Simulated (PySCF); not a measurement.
**Peak assignment**

Structure with atom numbers: `[CH3:1][C@@H:2]1[O:3][CH2:4][C@:5]1([CH3:6])[O:7][SiH3:8]`. Hydrogens are named by the atom that carries them. Ha(C4) is cis to C1 on the ring; Hb(C4) is trans to C1 on the ring.

PySCF 2.14 calculation with shielding tensors at PBE0/pcSseg-1 (GIAO) and structure optimised with GFN2-xTB; non-relativistic, single conformer, fast rotation and ring inversion assumed for equivalent nuclei, in vacuum.

Scale: ¹³C, ¹H against TMS (reference shieldings calculated alike).

**Question.** Assign these signals to the numbered atoms. ¹³C{¹H} NMR (computed): δ 90.7 (CH), 85.0 (CH2), 75.3 (C), 27.2 (CH3), 19.3 (CH3).

**Answer.** 
```tsv
δ (ppm)	atoms	environment	reason
90.7	C2	sp3 CH bonded to O	deshielded by the electronegative neighbour
85.0	C4	sp3 CH2 bonded to O	deshielded by the electronegative neighbour
75.3	C5	fully substituted sp3 carbon bonded to O	pulled downfield by the heteroatom
27.2	C6	methyl carbon	saturated and bonded to C and H only
19.3	C1	methyl carbon	–
```

**Question.** Assign these signals to the numbered atoms. ¹H NMR (300 MHz, computed): δ 4.88 (s, 3H), 4.72 (m, 1H), 4.45 (m, 1H), 4.34 (m, 1H), 1.57 (s, 3H), 1.43 (d, 3H).

**Answer.** 
| δ (ppm) | atoms | environment | reason |
| --- | --- | --- | --- |
| 4.88 | H(Si8) | hydrogen on a silicon bonded to O | – |
| 4.72 | Ha(C4) | hydrogen on an sp3 CH2 bonded to O | its carbon carries O, an electronegative neighbour |
| 4.45 | H(C2) | hydrogen on an sp3 CH bonded to O | its carbon carries O, which withdraws density |
| 4.34 | Hb(C4) | hydrogen on an sp3 CH2 bonded to O | its carbon carries O, which withdraws density |
| 1.57 | H(C6) | hydrogen on a methyl carbon | – |
| 1.43 | H(C1) | hydrogen on a methyl carbon | – |

H(C2) and Hb(C4) lie closer than the usual error of such a calculation, so a measured spectrum could show them in the other order.

Shifts are as computed. Against solution values, carbons near 30 ppm lie about +3 ppm off and those near 130 ppm about +5 ppm. Of 1309 compounds with measured shifts, 239 miss one by over three times the rms of a fit or turn the order of signals round; such compounds aren't used in these exercises. No couplings were computed; multiplicities are counted from neighbouring protons, with m where these are inequivalent, close in shift, in a saturated or five-membered ring or joined by F or P, and br s for small geminal =CH2 splittings.
